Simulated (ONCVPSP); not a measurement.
## silicon (Si): excitation energies, all-electron against ONCV

* Element: Si
* Generator: ONCVPSP 4.0.1
* Type: optimised norm-conserving Vanderbilt (ONCV)
* Functional: PBEsol
* Relativity: fully relativistic
* Frozen core: [Ne]
* Valence charge: 4
* Reference configuration: 3s2 3p2
* Partial waves: 3s: rc 1.65 bohr, ncon 5, nbas 10, qcut 3.1 1/bohr, 3 projectors, debl 0.9 Ha; 3p: rc 1.90 bohr, ncon 4, nbas 7, qcut 3.8 1/bohr, 3 projectors, debl 2.3 Ha; d scattering state at 0.31 Ha: rc 1.65 bohr, ncon 4, nbas 7, qcut 6.1 1/bohr, 2 projectors, debl 3.2 Ha
* Local potential: polynomial inside 1.10 bohr (lpopt 5, dvloc0 3 Ha)
* Core correction: none

Open shells are filled in proportion to 2j + 1.

Energies are relative to the spin-unpolarised reference configuration 3s2 3p2; without spin polarisation the order of configurations can differ from experiment.

| valence configuration | charge | ΔE all-electron (eV) | error AE − PS (meV) |
| --- | --- | --- | --- |
| 3s2 3p1 | +1 | 7.713 | +0.4 |
| 3s2 3p0 | +2 | 23.677 | +7.8 |
| 3s1 3p3 | 0 | 6.793 | +2.4 |

Task: What are ΔE and the potential's error for 3s1 3p0?

Result: ΔE = 57.576 eV all-electron; the error (AE − PS) is +70 meV.

Levels in the configuration 3s1 3p0:

```json
{"level": "3s j=1/2", "all-electron (eV)": "-39.357", "pseudo (eV)": "-39.228"}
```

Note: ghosts flagged at negative energy: s at -114.8 eV; GHOST(+) flagged for s at 388.0 eV. A true bound ghost makes a file unfit for plane-wave use.
